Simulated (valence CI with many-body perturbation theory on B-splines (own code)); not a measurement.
**Fe XII: calculated level list**

Computed by configuration interaction combined with many-body perturbation theory (CI+MBPT): five valence electrons over a frozen Dirac-Fock core [Ne], a basis of 11 s, 11 p, 10 d, 8 f, 5 g, 2 h functions for each j, with the one-electron correlation potential Σ1, the two-electron term Σ2, the three-electron term Σ3, Breit, model QED; selected CI, second order for the rest, scaled by the run's own slope (own B-spline code, finite nucleus).

No measured spectrum was set against this ion. As an estimate, levels of excited configurations hold to 0.05 to 0.15 % of their energy, terms of the ground configuration to about 0.5 %. Among the levels kept, up to 3200 cm⁻¹ of a level comes from second order outside the variational space, and about a tenth of that is noise between levels of different J, which matters for small intervals.

Levels 136 to 177 of 177, with energies above the lowest level, 3s2.3p3 4S°_3/2. "Leading %" is the weight of the configuration and term that name the level; weights of strongly mixed levels are sums over their largest components and can fall short, so below about 35 % the name and the second component can differ from the true leading terms, or belong to a minority configuration. Lifetimes count E1, E2, E3, M1 and M2 decay at the calculated energies, and are blank where another channel may lead or the interval is too uncertain; long ones can be off by a factor of two.

```tsv
No.	Configuration	Term	J	E (cm⁻¹)	Leading %	Second component	Lifetime	g
136	3s2.3p.3d2	2G°	9/2	976210	68	16 % 3s.3p3.3d 2G°	13.5 ps	1.108
137	3s.3p3.3d	2D°	5/2	984640	68	20 % 3s2.3p.3d2 2D°	8.22 ps	1.196
138	3s.3p3.3d	2D°	3/2	987250	66	14 % 3s2.3p.3d2 2D°	7.45 ps	0.816
139	3s2.3p.3d2	4D°	7/2	991940	79	14 % 3s.3p3.3d 4D°	8.15 ps	1.423
140	3s2.3p.3d2	4D°	5/2	993220	78	15 % 3s.3p3.3d 4D°	8.09 ps	1.365
141	3s2.3p.3d2	4D°	3/2	994460	78	15 % 3s.3p3.3d 4D°	8.01 ps	1.195
142	3s2.3p.3d2	4D°	1/2	995260	64	9 % 3s.3p3.3d 2S°	7.89 ps	0.360
143	3s.3p3.3d	2S°	1/2	995910	40	36 % 3s2.3p.3d2 2S°	7.63 ps	1.652
144	3s2.3p.3d2	2F°	7/2	1019400	75	10 % 3s.3p3.3d 2F°	11.8 ps	1.138
145	3s2.3p.3d2	2F°	5/2	1022100	74	10 % 3s.3p3.3d 2F°	10.3 ps	0.862
146	3s2.3p.3d2	2P°	3/2	1023900	54	24 % 3s.3p3.3d 2P°	7.13 ps	1.299
147	3p4.3d	4D	5/2	1024300	66	24 % 3s.3p2.3d2 4D	75.3 ps	1.363
148	3p4.3d	4D	7/2	1024900	68	24 % 3s.3p2.3d2 4D	72.8 ps	1.423
149	3p4.3d	4D	3/2	1025300	65	24 % 3s.3p2.3d2 4D	75.5 ps	1.193
150	3p4.3d	4D	1/2	1027000	66	24 % 3s.3p2.3d2 4D	74.0 ps	0.049
151	3s2.3p.3d2	2P°	1/2	1027300	87	6 % 3s.3p3.3d 2P°	14.0 ps	0.665
152	3s2.3p.3d2	4S°	3/2	1029200	73	15 % 3s.3p3.3d 4S°	5.82 ps	1.971
153	3s2.3p.3d2	2P°	1/2	1036800	44	29 % 3s.3p3.3d 2P°	6.50 ps	0.667
154	3s2.3p.3d2	2P°	3/2	1041700	57	9 % 3s2.3p.3d2 2D°	9.50 ps	1.244
155	3s2.3p.3d2	2D°	3/2	1043300	50	15 % 3s2.3p.3d2 2P°	8.42 ps	0.942
156	3s2.3p.3d2	2D°	5/2	1045600	67	13 % 3s.3p3.3d 2D°	7.70 ps	1.188
157	3s.3p2.3d2	6G	3/2	1047900	98		7.12 ns	0.007
158	3s.3p2.3d2	6G	5/2	1049800	98		4.81 ns	0.862
159	3p4.3d	2P	1/2	1050900	66	13 % 3s.3p2.3d2 2P	81.4 ps	0.719
160	3s.3p2.3d2	6G	7/2	1052300	97		3.13 ns	1.147
161	3s2.3p.3d2	2G°	7/2	1053500	55	24 % 3s2.3p.3d2 2F°	8.26 ps	0.988
162	3p4.3d	4F	9/2	1054500	50	14 % 3s.3p2.3d2 4F	85.1 ps	1.298
163	3s.3p2.3d2	6G	9/2	1055900	86	7 % 3p4.3d 4F	520 ps	1.277
164	3s2.3p.3d2	2G°	9/2	1056400	91	5 % 3s.3p3.3d 2G°	8.64 ps	1.111
165	3p4.3d	2D	3/2	1056600	54	19 % 3s.3p2.3d2 2D	166 ps	0.831
166	3p4.3d	2P	3/2	1057700	46	16 % 3p4.3d 4P	86.1 ps	1.439
167	3s.3p2.3d2	6G	11/2	1059800	98		5.71 ns	1.343
168	3p4.3d	4F	7/2	1059800	52	22 % 3s.3p2.3d2 4F	73.8 ps	1.183
169	3p4.3d	4P	1/2	1060400	49	39 % 3s.3p2.3d2 4P	147 ps	2.560
170	3s2.3p.3d2	2F°	5/2	1062000	77	10 % 3s.3p3.3d 2F°	9.36 ps	0.864
171	3s2.3p.3d2	2F°	7/2	1063000	42	35 % 3s2.3p.3d2 2G°	9.13 ps	1.045
172	3p4.3d	4F	5/2	1063800	54	23 % 3s.3p2.3d2 4F	73.6 ps	1.051
173	3p4.3d	2D	5/2	1064300	47	9 % 3s.3p2.3d2 2D	149 ps	1.194
174	3s.3p2.3d2	6G	13/2	1064600	99		161 ns	1.384
175	3p4.3d	4F	3/2	1065400	58	29 % 3s.3p2.3d2 4F	69.5 ps	0.468
176	3p4.3d	4P	3/2	1066400	32	25 % 3s.3p2.3d2 4P	113 ps	1.531
177	3p4.3d	4P	5/2	1067800	47	41 % 3s.3p2.3d2 4P	156 ps	1.584
```

Names give the largest LS component (configuration and term), which can be under half, so a name can repeat, a term be missing and a line seem to break the LS rules; names also repeat where a configuration has a term twice.

Where two levels of one J and parity lie close, their mixing, g and order are uncertain.
